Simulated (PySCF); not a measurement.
Ligand exchange on a metal centre used in film growth or etching (Zn OH-H). Isolated molecules, 0 K electronic values unless said otherwise. One relaxed conformer stands for each flexible species; it need not be the lowest.

The HOMO–LUMO gap from two functionals at the same geometries (PBE-D3(BJ)/def2-SVP), both in PySCF: PBE-D3(BJ)/def2-TZVP and TPSSh-D3(BJ)/def2-TZVP. 

| species | PBE-D3(BJ)/def2-TZVP (eV) |
|---|---|
| 0 of 2 OH replaced by H ([Zn(OH)2]) | 4.72 |
| 1 of 2 OH replaced by H ([Zn(OH)(H)]) | 5.32 |
| 2 of 2 OH replaced by H | 5.45 |

### Question
What does TPSSh-D3(BJ)/def2-TZVP give for each?

### Answer

- 0 of 2 OH replaced by H ([Zn(OH)2]): 5.96
- 1 of 2 OH replaced by H ([Zn(OH)(H)]): 6.50
- 2 of 2 OH replaced by H: 6.56
Over these rows, drawn at random from the members with no instability flagged (it was tested for open shells, ions and some series alone), PBE minus TPSSh-D3(BJ): mean -1.18 eV, from -1.25 eV to -1.10 eV.
